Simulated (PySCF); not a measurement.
**Computed spin Hamiltonian**

Species: C4H8FS2 (doublet state).
Cartesian coordinates in Å at the GFN2-xTB level; atoms count from 1:
```
atom  x, y, z in Å
C1     2.451   -0.152   -0.528
S2     1.490    0.257    0.957
C3    -0.040   -0.676    0.616
C4    -0.890    0.026   -0.416
S5    -2.490   -1.125   -0.597
C6    -1.307    1.333   -0.034
F7    -1.742    2.178   -0.980
H8     2.551   -1.231   -0.605
H9     3.427    0.303   -0.396
H10    1.971    0.259   -1.411
H11    0.226   -1.682    0.293
H12   -0.566   -0.732    1.568
H13   -0.475   -0.013   -1.422
H14   -3.045   -0.366   -1.538
H15   -1.567    1.630    0.967
```

The hyperfine couplings belong to this conformer and change with its torsions.

As a line formula: `CSC[C@@H](S)[CH]F` [radical].

Theory: UKS B3LYP, pcH-1 on C F H S, non-relativistic, mean-field spin-orbit, GIAO in PySCF. One conformer (not necessarily the lowest) at the GFN2-xTB geometry, without solvent, vibrations or thermal averaging. A GFN2-xTB geometry isn't a minimum of the functional, and hyperfine couplings can be far from their values at a DFT geometry. Stability of the SCF solution: not tested.

```json
{
  "g1, g2, g3": "2.00223, 2.00399, 2.00629",
  "g_iso": "2.00417",
  "Form of g": "rhombic: the two nearest values differ by 43 % of g3 − g1",
  "⟨S²⟩": "0.7570 (exact 0.7500)",
  "α and β electrons": "37, 36",
  "HOMO–LUMO gap, α and β orbitals": "5.42, 4.30 eV"
}
```

Hyperfine couplings atom by atom, in MHz; T1 to T3 are the principal values of the dipolar part:

```
atom  isotope  a_iso  of which spin–orbit      T1      T2     T3  Mulliken spin population
  C1      13C   -0.1                  0.0    -0.3    -0.3    0.6                      0.00
  S2      33S    4.9                  0.0    -3.1    -2.4    5.5                      0.02
  C3      13C   14.8                  0.0    -1.3    -0.9    2.2                      0.01
  C4      13C  -21.0                  0.0    -7.9     1.6    6.3                     -0.08
  S5      33S   20.1                  0.1   -23.8   -21.5   45.3                      0.21
  C6      13C  110.3                  0.1   -79.3   -76.8  156.1                      0.83
  F7      19F  140.8                  0.5  -244.3  -207.8  452.1                      0.06
  H8       1H    1.4                  0.0    -0.7    -0.6    1.3                      0.00
  H9       1H    0.0                  0.0    -0.7    -0.6    1.3                      0.00
 H10       1H    1.3                  0.0    -1.4    -1.2    2.6                      0.00
 H11       1H   -3.1                  0.0    -2.0    -0.9    2.9                      0.00
 H12       1H   -2.0                  0.0    -3.1    -1.9    5.0                      0.00
 H13       1H   22.9                  0.0    -6.0    -2.9    8.9                      0.01
 H14       1H   -4.8                  0.1    -7.3     1.0    6.3                     -0.01
 H15       1H  -55.0                  0.1   -34.8    -2.6   37.4                     -0.04
```

The Mulliken spin populations are largest on C6 (+0.83), S5 (+0.21), C4 (-0.08) and F7 (+0.06). The angles at C6 add up to 357.8°, so it is nearly planar; its axial dipolar tensor and the negative coupling of its proton fit spin in a p orbital normal to that plane.

Under fast tumbling the dipolar parts average out, and these isotropic splittings remain (the largest six): 1 × 19F (F7, I = 1/2, 2 lines) with 5.02 mT, 1 × 1H (H15, I = 1/2, 2 lines) with 1.96 mT, 1 × 1H (H13, I = 1/2, 2 lines) with 0.82 mT, 1 × 1H (H14, I = 1/2, 2 lines) with 0.17 mT, 1 × 1H (H11, I = 1/2, 2 lines) with 0.11 mT and 1 × 1H (H12, I = 1/2, 2 lines) with 0.07 mT.

Class means assume fast exchange of nuclei equivalent by connectivity; if that motion is slow, each nucleus keeps its own coupling.

The 13C coupling of C6 (110.3 MHz) shows only in satellite lines or after enrichment, since that isotope makes up about 1.07 % of natural carbon.

The 33S coupling of S5 (20.1 MHz) shows only in satellite lines or after enrichment, since that isotope makes up about 0.76 % of natural sulfur.

Time: 2.4 min wall (with the writing of density and orbital grids); peak memory 0.96 GiB. Hardware: one thread, AMD EPYC (x86_64), shared host with 64 logical CPUs at a one-minute load of 60.
